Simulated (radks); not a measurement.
The numbers below are computed, except where a source is named.
Effect of the nuclear size on the silver ion Ag3+, [Kr] 4d8. Level of theory: Dirac Kohn-Sham, exchange-only LDA, spin-unpolarised, spherical densities, finite nucleus; open shells are shared between the two j in proportion to 2j + 1; Fermi nuclear charge, rms radius 4.5454 fm (a radial shooting solver on a logarithmic mesh with Libxc functionals). The rms radius is varied about that value; shifts are against it.

rms radius (fm)  total energy shift (eV)  density at nucleus (e/bohr^3)  1s1/2 shift (meV)  2s1/2 shift (meV)  4s1/2 shift (meV)  4p1/2 shift (meV)  4d5/2 shift (meV)  5s1/2 (empty) shift (meV)
3.9727                            -0.665                      1.478e+05               -280              -31.3              -1.14              0.048              0.027                     -0.168
4.2999                            -0.294                      1.462e+05               -124              -13.9             -0.503              0.021              0.012                     -0.074
4.5454                                 0                      1.451e+05              0.000              0.000              0.000              0.000              0.000                      0.000
4.8681                             0.409                      1.437e+05                172               19.2              0.698             -0.030             -0.016                      0.103
5.5954                              1.42                      1.411e+05                597               66.7               2.42             -0.103             -0.057                      0.358

Slopes of the eigenvalues against <r^2> in GHz/fm^2, as finite differences over the two radii next to the reference (eigenvalue slopes, not the field-shift constants of lines): 1s1/2 13700, 2s1/2 1540, 4s1/2 55.8, 4p1/2 -2.36, 4d5/2 -1.30, 5s1/2 (empty) 8.23.
